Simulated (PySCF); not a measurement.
# MAs cations for M along the second period

r²SCAN with triple-zeta basis sets in PySCF, for the lowest determinant that a PBE0 search found; no spin–orbit coupling. De refers to high-spin ground-configuration atoms (the charge goes to the atom of lower measured ionisation energy or higher electron affinity, which is not always the lowest computed limit). A positive dipole points towards As; it is taken about the centre of mass and depends on that origin.

```tsv
M	basis	charged atom	state (unpaired electrons)	Re (Å)	ωe (cm⁻¹)	De (eV)	μ (D)
Li	pcseg-2	Li+	quartet (σ ↑, π ↑↑)	2.763	228	0.41	-9.54
Be	def2-TZVP	Be+	triplet (π ↑↑)	2.121	571	2.59	-7.34
B	def2-TZVPPD	B+	quartet (σ ↑, π ↑↑)	1.966	653	3.17	-2.48
O	def2-TZVPPD	As+	singlet (closed shell)	1.566	1150	6.68	2.57
F	def2-TZVPPD	As+	doublet (π ↑)	1.665	827	4.89	2.03
```

By what factor does the harmonic wavenumber vary along the series?

At r²SCAN it runs from 228 cm⁻¹ (LiAs⁺) to 1150 cm⁻¹ (AsO⁺), a factor of 5.04.

The rows differ in basis set, which adds steps of its own.

The state changes along the series, so neighbouring rows are not always alike in their bonding.

Weak bonds: LiAs⁺. Basis-set superposition, not corrected here, can be much of De in a small basis, most of all at correlated wavefunction levels. Spin–orbit coupling is left out. For an ion De counts to the pair picked by the measured ionisation energies or electron affinities, which need not be the lowest pair at this level. States were picked by a PBE0 search and need not be the measured ground states.
